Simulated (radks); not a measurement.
Results of a calculation; reference values are marked as such.
Q: Ionisation of the neodymium ion Nd3+, [Xe] 4f3, to [Xe] 4f2 as the strength of local exchange is varied. Level of theory: Dirac Kohn-Sham, Slater X-alpha exchange (alpha = 2/3 is LDA exchange), no correlation, spin-unpolarised, spherical densities, finite nucleus; open shells are shared between the two j in proportion to 2j + 1; Fermi nuclear charge, rms radius 4.9123 fm (a radial shooting solver on a logarithmic mesh with Libxc functionals).

| alpha | E(Nd3+) (hartree) | exchange (hartree) | IE (eV) | -e of the level emptied (eV) | <r> of it (bohr) |
|---|---|---|---|---|---|
| 0.633 | -9604.6894 | -198.5715 | 37.515 | 28.180 (4f7/2) | 0.9909 |
| 0.667 | -9615.3609 | -209.4620 | 38.569 | 29.136 (4f7/2) | 0.9811 |
| 0.696 | -9624.4721 | -218.7688 | 39.479 | 29.964 (4f7/2) | 0.9731 |
| 0.87 | -9679.3139 | -274.9556 | 45.133 | 35.151 (4f7/2) | 0.9298 |
| 0.934 | -9699.5606 | -295.7708 | 47.294 | 37.149 (4f7/2) | 0.9158 |
| ? | -9621.9578 | -216.1998 | 39.227 | 29.735 (4f7/2) | 0.9753 |

Which alpha was used in the last row?

A: alpha = 0.688. NIST Atomic Spectra Database: 40.60 eV (semi-empirical). The Delta-SCF value meets it near alpha = 0.73. Spin polarisation and multiplet splitting are left out, so open shells lie too high by an amount that depends on their filling. Sharing an open shell by 2j + 1 raises it above the true ground level by a part of the spin-orbit splitting, which enters the differences from NIST.

Beside tabulated values, note that spin-unpolarised runs miss the spin-polarisation part of the exchange energy of open shells. No tabulated value is given for the 4+ ions of Nd, Pm and Eu to Yb, where it belongs to another shell than the one emptied here.
